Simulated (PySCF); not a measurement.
## Spin-rotation constants: `C=N[C@@H]1[C@@H]2C=CC[C@@H]21`, C7H9N

Molfile (atoms numbered from 1):
```
C7H9N
     RDKit          3D

 17 18  0  0  0  0  0  0  0  0999 V2000
    2.6376    0.1693   -0.2317 C   0  0  0  0  0  0  0  0  0  0  0  0
    1.3926    0.2389   -0.0958 N   0  0  0  0  0  0  0  0  0  0  0  0
    0.6847   -0.7901    0.5233 C   0  0  2  0  0  0  0  0  0  0  0  0
   -0.7134   -1.1261    0.0114 C   0  0  2  0  0  0  0  0  0  0  0  0
   -1.3121   -0.1188   -0.8886 C   0  0  0  0  0  0  0  0  0  0  0  0
   -1.4860    1.0378   -0.2639 C   0  0  0  0  0  0  0  0  0  0  0  0
   -1.0663    0.9787    1.1761 C   0  0  0  0  0  0  0  0  0  0  0  0
   -0.5411   -0.4357    1.3341 C   0  0  2  0  0  0  0  0  0  0  0  0
    3.1466    0.9896   -0.7140 H   0  0  0  0  0  0  0  0  0  0  0  0
    3.2525   -0.6731    0.1078 H   0  0  0  0  0  0  0  0  0  0  0  0
    1.2703   -1.6434    0.8838 H   0  0  0  0  0  0  0  0  0  0  0  0
   -0.9668   -2.1703   -0.0992 H   0  0  0  0  0  0  0  0  0  0  0  0
   -1.5458   -0.3367   -1.9155 H   0  0  0  0  0  0  0  0  0  0  0  0
   -1.8710    1.9434   -0.6983 H   0  0  0  0  0  0  0  0  0  0  0  0
   -0.2963    1.7231    1.3861 H   0  0  0  0  0  0  0  0  0  0  0  0
   -1.9100    1.1655    1.8454 H   0  0  0  0  0  0  0  0  0  0  0  0
   -0.6824   -0.9400    2.2786 H   0  0  0  0  0  0  0  0  0  0  0  0
  1  2  2  0
  2  3  1  0
  3  4  1  0
  4  5  1  0
  5  6  2  0
  6  7  1  0
  7  8  1  0
  8  3  1  0
  8  4  1  0
  1  9  1  0
  1 10  1  0
  3 11  1  1
  4 12  1  1
  5 13  1  0
  6 14  1  0
  7 15  1  0
  7 16  1  0
  8 17  1  1
M  END
```

Method used: GIAO HF/pcSseg-1 magnetisability, rotational g tensor and spin-rotation constants, non-relativistic, gas phase (PySCF). Geometry: GFN2-xTB.

Question: Give the nuclear spin-rotation constants along the inertial axes (H = +C I·J) beside the isotropic shieldings.

Answer: Rotational constants 3.8861, 1.7756, 1.7360 GHz. A star marks the isotopologue with that one atom substituted, in its own axes.
```csv
atom,isotope,Caa (kHz),Cbb (kHz),Ccc (kHz),mean (kHz),σ (ppm)
N2,14N,1.214,0.540,0.016,0.590,-148.2
H9,1H,-0.259,0.118,-0.175,-0.105,25.1
H10,1H,-0.070,0.057,-0.189,-0.068,24.6
H11,1H,-0.195,-0.022,-0.208,-0.142,29.7
H12,1H,-0.412,-0.046,-0.101,-0.186,30.1
H13,1H,-0.414,-0.158,0.130,-0.148,26.3
H14,1H,-0.264,0.095,-0.182,-0.117,26.3
H15,1H,-0.220,-0.127,-0.091,-0.146,29.9
H16,1H,-0.041,-0.183,-0.110,-0.111,29.7
H17,1H,-0.410,-0.050,-0.107,-0.189,30.4
C1,13C*,1.186,0.904,0.303,0.798,41.6
C3,13C*,0.927,0.130,0.333,0.463,150.7
C4,13C*,0.654,0.161,0.323,0.379,163.9
C5,13C*,0.788,0.657,0.612,0.686,58.6
C6,13C*,0.928,0.656,0.614,0.732,50.5
C7,13C*,0.639,0.257,0.254,0.383,161.6
C8,13C*,0.601,0.150,0.298,0.349,171.4
```
For the geometry as given, no vibrational averaging.

Question: How do the rotational constants and the g tensor change when H9, H10, H11, H12, H13, H14, H15, H16, H17 are replaced by deuterium?

Answer: Constants 3.1135, 1.5140, 1.4741 GHz; g -0.0215, -0.0049, -0.0047, against -0.0267, -0.0057, -0.0056 before.
